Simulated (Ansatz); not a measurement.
```yaml
crystal:
  periodic: [false, false, false]
  atoms:
    - {symbol: C, position_ang: [-0.812161, 1.598955, -0.600493]}
    - {symbol: Sc, position_ang: [-0.431156, -0.547233, -0.478252]}
    - {symbol: C, position_ang: [1.078530, -1.238738, 0.939177]}
    - {symbol: F, position_ang: [-1.297483, -1.731226, -1.597694]}
    - {symbol: H, position_ang: [-0.605362, 2.005128, -1.599659]}
    - {symbol: H, position_ang: [-0.188016, 2.157229, 0.109391]}
    - {symbol: H, position_ang: [-1.857187, 1.856354, -0.381533]}
    - {symbol: H, position_ang: [0.737170, -2.074695, 1.563227]}
    - {symbol: H, position_ang: [1.390373, -0.432684, 1.616176]}
    - {symbol: H, position_ang: [1.985302, -1.593102, 0.429650]}
basis:
  gaussian: {orbitals: def2-TZVP, point_charges: [{charge: 0.50, position_ang: [6.384, -0.107, 0.814]}]}
hamiltonian: {xc: {name: HF}}
correlation: {active_space: {window: {electrons: 6, orbitals: 2}}}
output: {forces: true}
```

```sh
$ ansatz run in.yaml --threads 4 --pin off --events-out ev --progress --plain --max-ram 10444MiB
```

Shortened log:

```
Functional definition: HF
1336 factors; integrals over basis functions are off by at most 1.1e-3 eV
mean field evaluation 1: about -25534.0039 eV, gradient 5.3e1 eV
mean field evaluation 2: about -25534.0477 eV, gradient 5.3e1 eV
mean field evaluation 4: about -25539.9196 eV, gradient 4.4e0 eV
mean field evaluation 8: about -25540.0136 eV, gradient 5.1e-1 eV
mean field -25540.01633803 eV, -938.5782887779 hartree, gradient 4.5e-6 eV, S^2 0.000000; 0 other end points of the search recorded, 0 dependent functions left out
reference -25540.01633803 eV, -938.5782887779 hartree; 24, 24 occupied and 150, 150 virtual orbitals, 1336 factors
Error: 6 electrons in 2 orbitals form no window around the highest filled level of the reference
```

In this input the active space doesn't fit the electrons. The run stopped with an error.
